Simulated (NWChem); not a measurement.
Atomisation of sulfur difluoride (F2S)

```xyz
3

F      1.2400     0.0000    -0.4940
S      0.0000     0.0000     0.5558
F     -1.2400     0.0000    -0.4940
```
Charge 0, spin multiplicity 1.

Program: NWChem. All single points use one geometry, from B3LYP/def2-SVP, a minimum by its harmonic frequencies.

Basis set: def2-TZVP. The atomisation energy is electronic alone: no zero-point, thermal, spin-orbit or counterpoise terms. No value is extrapolated to the basis-set limit. Free atoms are single determinants with multiplicities F 2, S 3.

B3LYP has NWChem's definition, with VWN1-RPA local correlation. The stability of the SCF solutions was not checked.

Question: Order these methods by the atomisation energy they give, lowest first: LDA (SVWN5), CAM-B3LYP, B3LYP, BP86.

Answer: B3LYP (172.0 kcal/mol), CAM-B3LYP (174.6 kcal/mol), BP86 (189.9 kcal/mol), LDA (SVWN5) (236.4 kcal/mol)
